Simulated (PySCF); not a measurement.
A structure optimised at ωB97X-D3(BJ)/def2-TZVP, used in a PySCF frequency run:

```xyz
6

Al     0.0000     0.0000     0.1209
C      0.0000     0.0000    -1.7808
H      0.8943    -0.5163    -2.1394
H      0.0000     1.0326    -2.1394
H     -0.8943    -0.5163    -2.1394
F      0.0000     0.0000     1.7257
```
Charge +1, spin multiplicity 1.

**Question.** Write its SMILES, formula and point group.

**Answer.** [CH3][Al+][F], CH3AlF, C3v

**Question.** What are its rotational constants (standard atomic weights)?

**Answer.** 156.73, 4.6187, 4.6187 GHz
